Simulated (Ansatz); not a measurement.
The cluster Ge₃O₂. Charge 0, multiplicity 1. Geometry B3LYP-D4/def2-SVP, basis def2-TZVP, Ansatz.

Cartesian coordinates in Å:
```
Ge -0.928 1.666 -0.248
Ge 1.611 -0.404 0.213
Ge -1.625 -1.025 -0.089
O 0.127 -1.446 0.140
O 0.814 1.210 -0.016
```

```csv
run,HOMO (eV),LUMO (eV)
A,-6.82,-1.21
B,-7.12,-1.13
C,-4.25,-4.03
D,-4.89,-3.25
E,-4.03,-4.02
```

LC-ωPBE has ω = 0.4 bohr⁻¹. Another isomer (singlet) lies 0.25 eV lower at PBE0-D4/def2-TZVP; other spin states weren't run for this one.

**Question.** The runs used LC-ωPBE, PBE, PBE0, r2SCAN, ωB97X-V. Estimate which is which.

**Answer.** A ωB97X-V (range-separated); B LC-ωPBE (range-separated); C r2SCAN (0 % exact exchange); D PBE0 (25 % exact exchange); E PBE (0 % exact exchange). Exact exchange lowers occupied and raises empty levels; among semilocal functionals meta-GGAs tend to open the gap a little, and such runs are hard to tell apart. The gap grows from 0.01 eV (PBE) to 5.99 eV (LC-ωPBE). The restricted singlet is unstable towards broken spin symmetry in Hartree–Fock (as tested in another run); at ωB97X-V/def2-TZVP, LC-ωPBE/def2-TZVP, r2SCAN-D4/def2-TZVP, PBE0-D4/def2-TZVP and others this wasn't settled.
